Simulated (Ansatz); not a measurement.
Cost and result for the atomization energy of CH7BFGeN, SMILES `B[N]([GeH3])CF` (12 atoms, 11 bonds).

Z-matrix (Å, degrees):
```
Ge
N 1 1.875
H 1 1.537 2 106.2
H 1 1.533 2 109.9 3 -119.5
H 1 1.530 2 106.8 3 119.7
C 2 1.424 1 116.4 3 36.9
B 2 1.396 1 121.9 3 -146.3
F 6 1.386 2 110.3 1 63.1
H 6 1.095 2 111.8 1 -54.7
H 6 1.092 2 109.9 1 -178.0
H 7 1.197 2 119.3 1 3.3
H 7 1.199 2 119.1 1 -177.4
```

Total charge 0; spin multiplicity 1. Correlated methods include outer-core shells of Ge, which these sets cover unevenly. Scalar relativity is left out up to krypton. Geometry: relaxed with PBE0-D4/def2-TZVP. It is one conformer, not always the lowest. Program: Ansatz. All runs use 4 threads of an Arm Neoverse V1 on a shared host. Times are those of one run each, without the atoms' runs, and a repeat can differ threefold. Electronic energies, without spin–orbit coupling; frozen cores. CCSD(T)/CBS adds CCSD(T) − MP2 in def2-TZVPP to the MP2 limit, and its time is that of the two runs behind it. T1 = 0.013. With those shells the extrapolation isn't a true limit. B3LYP takes the VWN-RPA correlation (the form of Gaussian; ORCA's B3LYP/G).

CCSD(T)/CBS is a level of theory with its own doubt, some kJ/mol a heavy atom from the limit and from the frozen cores, so smaller differences don't rank the functionals.

```
                             level  functions  wall time  atomization (kcal/mol)  difference from CCSD(T)/CBS  per bond
   PBE-D4/def2-TZVPP (with forces)        270      3.2 s                   999.6                         15.2       1.4
                PBE0-D4/def2-TZVPP        270      3.9 s                   983.2                         -1.2      -0.1
r2SCAN-D4/def2-TZVPP (with forces)        270        6 s                   985.9                          1.5       0.1
 B3LYP-D4/def2-TZVPP (with forces)        270        6 s                   986.6                          2.2       0.2
                 B2PLYP/def2-TZVPP        270      7.5 s                   975.8                         -8.6      -0.8
                ωB97X-V/def2-TZVPP        270       10 s                   990.8                          6.4       0.6
  ωB97M-V/def2-TZVPP (with forces)        270       15 s                   986.6                          2.2       0.2
                    MP2/def2-QZVPP        527       34 s                   986.2                          1.8       0.2
                CCSD(T)/def2-TZVPP        270    6.4 min                   962.7                        -21.7      -2.0
                 CCSD(T)/CBS(def2)          –    6.9 min                   984.4                          0.0       0.0
```

In def2-TZVPP, CCSD(T) changes the Hartree–Fock value by +246.8 kcal/mol (the triples alone add +13.7 kcal/mol) and MP2 by +257.5 kcal/mol; breaking electron pairs costs correlation energy, which Hartree–Fock lacks. From PBE to PBE0 (25 % exact exchange), in def2-TZVPP and without D4, the atomization energy moves by −15.6 kcal/mol: exact exchange takes away binding that semilocal exchange gives to molecules. The D4 term adds +9.1 kcal/mol with B3LYP and +4.8 kcal/mol with PBE0; it sums over pairs of atoms, weighted by their polarisabilities, and B3LYP, whose exchange is more repulsive, gets the larger term.
